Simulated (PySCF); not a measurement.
Computed IR spectrum (relative IR intensity) of a molecule C₄H₁₀Si₂. Coordinates come from a PBE-D3(BJ)/def2-SVP optimisation. Other conformers were not sampled. All values below come from PBE-D3(BJ)/def2-SVP (PySCF). Frequencies are harmonic and unscaled.

Lines under 2 % of the strongest are left out, and lines within 2 cm⁻¹ are merged.

ν (cm⁻¹): 429 (w), 540 (w), 605 (vw), 619 (m), 646 (w), 698 (m), 700 (s), 724 (m), 831 (s), 899 (s), 939 (m), 974 (w), 986 (w), 1002 (w), 1368 (w), 1611 (vw), 2132 (vs), 2150 (s), 2975 (w), 2982 (w), 3034 (w), 3045 (w), 3063 (vw), 3140 (w) (against the strongest line: vs over 80 %, s over 45 %, m over 15 %, w over 4 %, vw less)

Task: Which molecule gave these data?
A) C[C@H]1C=C[SiH2][SiH2]1
B) C=C=C([SiH3])C[SiH3]
C) C=C[Si@H]1CC[SiH2]1
D) C=C1C[Si@H](C)[SiH2]1

Result: C, C=C[Si@H]1CC[SiH2]1
